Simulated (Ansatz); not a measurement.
Basis-set extrapolation for CF2NSi (`N#C[Si](F)F`) radical (PBE0-D4/def2-TZVP geometry, frozen core, Ansatz 0.2.0). Multiplicity 2, UHF reference.

|  | def2-TZVPP | def2-QZVPP |
| --- | --- | --- |
| HF | -580.359669 | -580.382562 |
| MP2 correlation | -0.915020 | -0.993651 |
| CCSD(T) correlation | -0.954899 | not run |

Energies in hartree. Use E(X) = E(∞) + A·exp(−7.88·√X) for Hartree–Fock and E(X) = E(∞) + B·X^(−2.97) for correlation, with X = 3 and 4, and add CCSD(T) minus MP2 of the smaller set to the MP2 limit.

Problem. What is the CCSD(T) energy at the basis-set limit?

Solution. HF limit: -580.382562 + (-0.022893) × 0.13774 = -580.38572. MP2 limit: -0.993651 + (-0.078631) × 0.74074 = -1.05190. Higher-order term: -0.954899 − (-0.915020) = -0.03988. Total: -581.47750 hartree, 427.8 kJ/mol below CCSD(T)/def2-TZVPP.
